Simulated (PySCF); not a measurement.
Molecule: SMILES CN[SiH2]C, C₂H₉NSi.

Molfile (atoms numbered from 1):
```
C2H9NSi
     RDKit          3D

 13 12  0  0  0  0  0  0  0  0999 V2000
    1.7885    0.5593    0.1987 C   0  0  0  0  0  0  0  0  0  0  0  0
    0.9115   -0.5661    0.4085 N   0  0  0  0  0  0  0  0  0  0  0  0
   -0.6570   -0.7290   -0.3163 Si  0  0  0  0  0  4  0  0  0  0  0  0
   -1.8061    0.6424    0.2469 C   0  0  0  0  0  0  0  0  0  0  0  0
    1.1994    1.4866    0.1115 H   0  0  0  0  0  0  0  0  0  0  0  0
    2.4700    0.7039    1.0543 H   0  0  0  0  0  0  0  0  0  0  0  0
    2.4121    0.4884   -0.7151 H   0  0  0  0  0  0  0  0  0  0  0  0
    1.3996   -1.4284    0.6230 H   0  0  0  0  0  0  0  0  0  0  0  0
   -1.1625   -2.0684    0.1178 H   0  0  0  0  0  0  0  0  0  0  0  0
   -0.6396   -0.7117   -1.8228 H   0  0  0  0  0  0  0  0  0  0  0  0
   -1.8769    0.6661    1.3449 H   0  0  0  0  0  0  0  0  0  0  0  0
   -2.8156    0.4884   -0.1665 H   0  0  0  0  0  0  0  0  0  0  0  0
   -1.4568    1.6284   -0.0978 H   0  0  0  0  0  0  0  0  0  0  0  0
  1  2  1  0
  2  3  1  0
  3  4  1  0
  1  5  1  0
  1  6  1  0
  1  7  1  0
  2  8  1  0
  3  9  1  0
  3 10  1  0
  4 11  1  0
  4 12  1  0
  4 13  1  0
M  END
```

Geometry PBE0-D3(BJ)/def2-SVP throughout; GIAO in PySCF 2.14, gas phase, one conformer, non-relativistic; equivalent atoms averaged; functional PBE0.

(1) How do the shifts δ (against TMS, NH3 at the same level) depend on the basis set? (ppm; last column core-seconds on shared hosts with different chips, so compare them loosely)

(2) Which nucleus moves most, in ppm?

(3) Taking the largest basis, cc-pVTZ (250 functions), as the yardstick, rank the others by their worst heavy-atom deviation.

Answers

(1) 
```tsv
basis set	functions	C1	C4	N2	Si3	H9/H10	H5/H6/H7	H11/H12/H13	H8	core-s
pcSseg-0	58	33.0	-5.2	-7.5	-50.2	5.08	2.55	0.14	-1.62	7.5
6-31G*	78	29.5	-3.5	2.9	-12.7	4.95	2.39	0.14	-0.55	11
cc-pVDZ	105	29.7	-3.8	13.4	-29.4	4.63	2.45	0.16	-0.48	14
def2-SVP	105	28.2	-4.3	10.9	-36.4	4.70	2.30	0.13	-0.47	13
pcSseg-1	120	30.2	-4.5	13.4	-30.2	4.65	2.54	0.22	-0.24	8.1
6-311+G(2d,p)	170	29.0	-4.2	15.7	-28.7	4.96	2.56	0.21	-0.16	25
aug-cc-pVDZ	177	28.6	-4.5	12.8	-24.6	4.88	2.65	0.27	-0.11	29
def2-TZVP	184	29.9	-4.6	17.8	-30.2	4.96	2.52	0.17	-0.17	29
IGLO-III	239	30.3	-4.5	15.6	-31.5	4.86	2.57	0.20	-0.05	41
cc-pVTZ	250	29.6	-4.6	15.6	-24.3	4.74	2.53	0.20	-0.11	47
```

(2) Si3 (silicon bonded to C, N, 2 H): from -50.2 ppm with pcSseg-0 to -12.7 ppm with 6-31G*. The smallest spread is 0.14 ppm, at H11/H12/H13. Proton shifts span only some 12 ppm, so a few tenths of a ppm matter as much there as several ppm in carbon.

(3) aug-cc-pVDZ 2.8 ppm (177 functions), 6-311+G(2d,p) 4.4 ppm (170 functions), cc-pVDZ 5.0 ppm (105 functions), def2-TZVP 5.8 ppm (184 functions), pcSseg-1 5.8 ppm (120 functions), IGLO-III 7.1 ppm (239 functions), def2-SVP 12.1 ppm (105 functions), 6-31G* 12.7 ppm (78 functions), pcSseg-0 25.8 ppm (58 functions).

A small basis that lands close on one nucleus may do so by chance; judge by the trend and by all nuclei.
